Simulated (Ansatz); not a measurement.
Basis-set series for `N=C1O[CH]1[Zn][F]`. The species carries charge 0 and has multiplicity 1. Geometry: relaxed with PBE0-D4/def2-TZVP. It is one conformer, not always the lowest.

| functional | basis | functions | energy (Eh) | HOMO (eV) | LUMO (eV) |
| --- | --- | --- | --- | --- | --- |
| PBE0-D4 | def2-TZVPP | 247 | -2086.15062 | -8.24 | -1.13 |
| PBE0-D4 | def2-QZVPP | 445 | -2086.21248 | -8.26 | -1.20 |
| ωB97M-V | def2-TZVPP | 247 | -2086.54054 | -10.55 | 0.48 |
| ωB97M-V | def2-QZVPP | 445 | -2086.59987 | -10.57 | 0.17 |

(1) Give the rows for def2-SVP. (Estimate.)

Answers

(1) Computed: 
```csv
functional,basis,functions,energy (Eh),HOMO (eV),LUMO (eV)
PBE0-D4,def2-SVP,111,-2085.52446,-7.97,-0.87
ωB97M-V,def2-SVP,111,-2085.90487,-10.25,0.64
```

Positive LUMOs are unbound and depend on the basis. Scalar relativity is left out up to krypton.
